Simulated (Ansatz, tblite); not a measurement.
Cost and result up the ladder for `C[Si](C)(C)[Si](C)(C)[Si](C)(C)[Si](C)(C)[Si](C)(C)C` (53 atoms). Total charge 0; singlet. Geometry: PBE-D4/def2-SVP.

```xyz
53

C    -5.1708    0.0826   -0.2850
Si   -3.5767   -0.8467    0.1838
C    -3.6324   -2.5909   -0.5738
C    -3.4839   -0.9921    2.0784
Si   -1.7077    0.3539   -0.6127
C    -1.5558    1.9650    0.4011
C    -1.9834    0.8036   -2.4496
Si    0.2237   -0.9928   -0.4681
C     0.1147   -2.3048   -1.8558
C     0.3020   -1.8979    1.2129
Si    2.1881    0.2747   -0.8130
C     3.5262   -0.8674   -1.5665
C     1.8470    1.6932   -2.0478
Si    3.0586    1.1471    1.1987
C     3.7267   -0.2803    2.2642
C     4.4963    2.3218    0.7763
C     1.7553    2.1030    2.1985
H    -6.0689   -0.4501    0.0933
H    -5.2692    0.1770   -1.3861
H    -5.1767    1.1058    0.1443
H    -3.6378   -2.5496   -1.6825
H    -4.5450   -3.1343   -0.2494
H    -2.7522   -3.1902   -0.2620
H    -2.5690   -1.5317    2.3974
H    -4.3622   -1.5428    2.4769
H    -3.4681    0.0102    2.5541
H    -1.4074    1.7509    1.4788
H    -0.6990    2.5806    0.0580
H    -2.4778    2.5752    0.2992
H    -2.9007    1.4168   -2.5705
H    -1.1281    1.3836   -2.8532
H    -2.0997   -0.1091   -3.0693
H     0.0900   -1.8228   -2.8545
H     0.9941   -2.9813   -1.8270
H    -0.8001   -2.9242   -1.7539
H    -0.5643   -2.5815    1.3317
H     0.2881   -1.1803    2.0586
H     1.2276   -2.5046    1.2957
H     3.1880   -1.2898   -2.5355
H     4.4699   -0.3109   -1.7466
H     3.7547   -1.7145   -0.8877
H     2.7736    2.2703   -2.2487
H     1.4753    1.2979   -3.0160
H     1.0855    2.3965   -1.6535
H     4.1927    0.1090    3.1942
H     4.4969   -0.8620    1.7170
H     2.9166   -0.9792    2.5557
H     5.2887    1.7933    0.2068
H     4.1484    3.1756    0.1590
H     4.9581    2.7340    1.6984
H     0.9074    1.4470    2.4830
H     1.3418    2.9548    1.6211
H     2.2010    2.5086    3.1314
```

Ansatz on 2 threads of AMD EPYC 7R13 on a shared host and a share (18 GiB) of an NVIDIA H100 80GB HBM3; xTB runs through tblite on one thread. Times are rough, summed over both states, and most runs start from the orbitals of an earlier one. PBE0-D4/def2-TZVP serves as the yardstick here, not as an exact answer. The other state is a triplet.

The xTB rows come from tblite. Single mean-field runs in def2-TZVP are fitted with def2-universal-jkfit.

xTB has no spin-polarisation term.

| level | functions | wall time | vertical triplet (eV) | difference from PBE0-D4/def2-TZVP (eV) |
| --- | --- | --- | --- | --- |
| GFN1-xTB | 165 | 0.26 s | 3.21 | -1.39 |
| GFN2-xTB | 129 | 0.28 s | 3.46 | -1.14 |
| PBE-D4/def2-TZVP | 773 | 23 s | 4.19 | -0.41 |
| PBE0-D4/def2-TZVP | 773 | 23 s | 4.60 | 0.00 |
